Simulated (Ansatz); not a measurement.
A search over several starts for the lowest SCF solution of the cluster CoBr₂ at the given spin, in a small basis.

```yaml
crystal:
  periodic: [false, false, false]
  atoms:
    - {symbol: Co, position_ang: [0.000616, -0.001619, 0.000651]}
    - {symbol: Br, position_ang: [-1.437855, -1.069083, -1.307608]}
    - {symbol: Br, position_ang: [1.437239, 1.070702, 1.306967]}
basis:
  gaussian: {orbitals: def2-SVP, initial_orbitals: start.molden}
magnetization: {spin_polarized: true, initial_magnetization: 3}
hamiltonian: {xc: pbe0, dispersion: d4}
output: {orbitals: {seedname: orbitals}}
```

The file start.molden holds the orbitals of an earlier run on this structure, at another level or in another basis.

```sh
$ ansatz run in.yaml --threads 4 --pin off --events-out ev --progress --plain --max-ram 3916MiB
```

Shortened log:

```
Functional definition: PBE0
938 factors; integrals over basis functions are off by at most 9.5e-4 eV
mean field evaluation 1: about -177677.9561 eV, gradient 7.9e0 eV
mean field evaluation 2: about -177678.2155 eV, gradient 3.1e-1 eV
mean field evaluation 4: about -177678.2519 eV, gradient 1.1e-2 eV
mean field evaluation 8: about -177678.2519 eV, gradient 2.9e-5 eV
mean field evaluation 16: about -177226.5293 eV, gradient 1.6e2 eV
mean field evaluation 32: about -177678.2410 eV, gradient 2.2e-1 eV
mean field -177678.25187705 eV, -6529.5553218369 hartree, gradient 1.5e-6 eV, S^2 3.757292; 4 other end points of the search recorded, 0 dependent functions left out
reference -177678.25191139 eV, -6529.5553230990 hartree; 50, 47 occupied and 45, 48 virtual orbitals, 938 factors
Total energy: -177678.32111555 eV, -6529.5578663050 hartree
```

It took 19 s on 4 threads of Arm Neoverse V1 on a shared host, peak host memory 0.56 GiB.

The structure comes from a short search, and lower isomers may exist.
